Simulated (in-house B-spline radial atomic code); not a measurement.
What moves the levels of neutral terbium ([Xe] 4f9 6s2)? Method: Dirac-Hartree-Fock, average of configuration, Fermi nucleus of rms radius 5.06 fm. Calculated with an all-electron radial atomic-structure program (B-spline basis).

Baseline run (computed): total energy -11712.5526 hartree, 1s1/2 at -1922.166 hartree, 6s1/2 at -5.0473 eV with <r> = 4.479 bohr.

Scaling the speed of light c (a factor of 100 is close to the non-relativistic limit):

| c/c0 | ΔE (hartree) | 6s1/2 level (eV) | 6s1/2 <r> (bohr) |
| --- | --- | --- | --- |
| 0.9 | -132.54 | -5.13818 | 4.406 |
| 0.98 | -22.701 | -5.06244 | 4.467 |
| 1.02 | 21.157 | -5.03323 | 4.491 |
| 1.5 | 284.09 | -4.8689 | 4.634 |
| 100 | 486.45 | -4.75307 | 4.742 |

Changing the nucleus:

```
                                        nucleus  ΔE (eV)
         Gaussian nucleus of rms radius 5.06 fm   -0.139
uniform spherical nucleus of rms radius 5.06 fm   0.0406
         Gaussian nucleus of rms radius 0.01 fm    -25.2
          Fermi nucleus of rms radius 4.9588 fm   -0.876
          Fermi nucleus of rms radius 5.1612 fm     0.89
```

A larger nucleus binds the electrons less, roughly as the density at the nucleus times the change of the nuclear <r²>. At equal rms radius the shape enters only through higher moments. A radius of 0.01 fm is nearly a point.

Problem. The nuclear charge is raised by 0.1. What does the Hellmann-Feynman theorem predict for the energy, and what is found?

Solution. dE/dZ ≈ -Σ<1/r>, which is -443.716 at the start and -444.737 at the end; their mean times 0.1 is -44.423 hartree, and the two runs differ by -44.421 hartree.
